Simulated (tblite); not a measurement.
C8H12BF.
Numbering: `[CH2:1]=[CH:2][C@@H:3]([CH:4]=[C:5]=[CH:6][CH3:7])[CH2:8][BH:9][F:10]` (hydrogens: H11, H12 on C1; H13 on C2; H14 on C3; H15 on C4; H16 on C6; H17, H18, H19 on C7; H20, H21 on C8; H22 on B9)

Computed with GFN2-xTB (tblite), gas phase: L-BFGS steps from a force-field or distance-geometry start until the largest atomic force falls under 0.01 eV/Å.

At the end of the run (lengths in Å): B9–F10 1.329, C3–C4 1.508, C7–H18 1.090, C5=C6 1.305, C8–B9 1.589, C3–C8 1.541, C7–H17 1.087, C5–C6–C7 124.0°, C1–C2–C3 125.1°, C3–C8–B9 113.2°, C4–C5–C6 177.4°, C1–C2–C3–C4 -25°, C2–C3–C4–C5 139°, C2–C3–C8–B9 -172°, H22–B9–C8–C3 -48°, H20–C8–B9–F10 -89°.

Problem. These geometries were met on the way; a selection of coordinates is given. Order them by energy above the end point, lowest first.
A. B9–F10 1.265, C3–C4 1.519, C7–H18 1.083, C5=C6 1.274, C8–B9 1.590, C3–C8 1.567, C7–H17 1.084, C5–C6–C7 117.0°, C1–C2–C3 119.7°, C3–C8–B9 110.2°, C4–C5–C6 177.5°, C1–C2–C3–C4 -3°, C2–C3–C4–C5 100°, C2–C3–C8–B9 177°, H22–B9–C8–C3 26°, H20–C8–B9–F10 -18°
B. B9–F10 1.319, C3–C4 1.507, C7–H18 1.091, C5=C6 1.298, C8–B9 1.576, C3–C8 1.539, C7–H17 1.090, C5–C6–C7 123.9°, C1–C2–C3 125.7°, C3–C8–B9 115.3°, C4–C5–C6 178.5°, C1–C2–C3–C4 -12°, C2–C3–C4–C5 102°, C2–C3–C8–B9 170°, H22–B9–C8–C3 -7°, H20–C8–B9–F10 -62°
C. B9–F10 1.327, C3–C4 1.511, C7–H18 1.087, C5=C6 1.297, C8–B9 1.561, C3–C8 1.541, C7–H17 1.090, C5–C6–C7 118.9°, C1–C2–C3 121.8°, C3–C8–B9 106.8°, C4–C5–C6 172.3°, C1–C2–C3–C4 -4°, C2–C3–C4–C5 101°, C2–C3–C8–B9 176°, H22–B9–C8–C3 35°, H20–C8–B9–F10 -25°
D. B9–F10 1.467, C3–C4 1.447, C7–H18 1.123, C5=C6 1.297, C8–B9 1.589, C3–C8 1.517, C7–H17 1.112, C5–C6–C7 116.5°, C1–C2–C3 118.4°, C3–C8–B9 109.2°, C4–C5–C6 177.8°, C1–C2–C3–C4 -2°, C2–C3–C4–C5 101°, C2–C3–C8–B9 179°, H22–B9–C8–C3 17°, H20–C8–B9–F10 -11°
E. B9–F10 1.316, C3–C4 1.505, C7–H18 1.089, C5=C6 1.297, C8–B9 1.584, C3–C8 1.543, C7–H17 1.091, C5–C6–C7 121.8°, C1–C2–C3 125.6°, C3–C8–B9 113.4°, C4–C5–C6 171.9°, C1–C2–C3–C4 -2°, C2–C3–C4–C5 98°, C2–C3–C8–B9 178°, H22–B9–C8–C3 34°, H20–C8–B9–F10 -24°

Solution. B (0.168 eV), E (0.271 eV), C (0.438 eV), A (0.764 eV), D (1.320 eV).

```json
{"step": "76", "E above end (eV)": "0.168", "rms distance from the end, all atoms (Å)": "0.851", "largest force (eV/Å)": "0.089", "rms shift of all bonds from the end (Å)": "0.005"}
{"step": "17", "E above end (eV)": "0.271", "rms distance from the end, all atoms (Å)": "0.956", "largest force (eV/Å)": "0.178", "rms shift of all bonds from the end (Å)": "0.005"}
{"step": "6", "E above end (eV)": "0.438", "rms distance from the end, all atoms (Å)": "0.961", "largest force (eV/Å)": "0.933", "rms shift of all bonds from the end (Å)": "0.008"}
{"step": "2", "E above end (eV)": "0.764", "rms distance from the end, all atoms (Å)": "0.965", "largest force (eV/Å)": "2.958", "rms shift of all bonds from the end (Å)": "0.019"}
{"step": "0", "E above end (eV)": "1.320", "rms distance from the end, all atoms (Å)": "0.975", "largest force (eV/Å)": "3.370", "rms shift of all bonds from the end (Å)": "0.036"}
```

Rows stand in the order of the answer.
